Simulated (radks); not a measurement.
The numbers below are computed, except where a source is named.
Spherical quantum dot in the effective-mass picture: electrons in a parabolic well V = omega^2 r^2 / 2 with omega = 3.68, with a point charge +1 (a donor) at the centre, all in effective atomic units (hartree* = m*/eps^2 hartree, bohr* = eps/m* bohr), one dielectric constant everywhere. Level of theory: non-relativistic Kohn-Sham, exchange-only LDA, spin-polarised, spherical densities (a radial shooting solver with Libxc functionals). Levels are named by radial order and angular momentum (1s, 1p, 1d, 2s, ...), and open shells are averaged over m. Results are scaled to m* = 0.514 and eps = 9.2, for which hartree* = 165.2 meV and bohr* = 0.9472 nm.

N = 2, configuration 1s2. This is the lowest configuration that the search found. Occupied and some empty levels:

level,occupation,eigenvalue (meV),<r> (nm)
1s,2,919.73,0.5190
1p,0,1604.7,0.7337
2s,0,2140.7,0.8192
1d,0,2226.2,0.8888

Energy (meV): total 1371.93, kinetic 1047.0, external 12.394, Hartree 545.02, exchange-correlation -232.47.
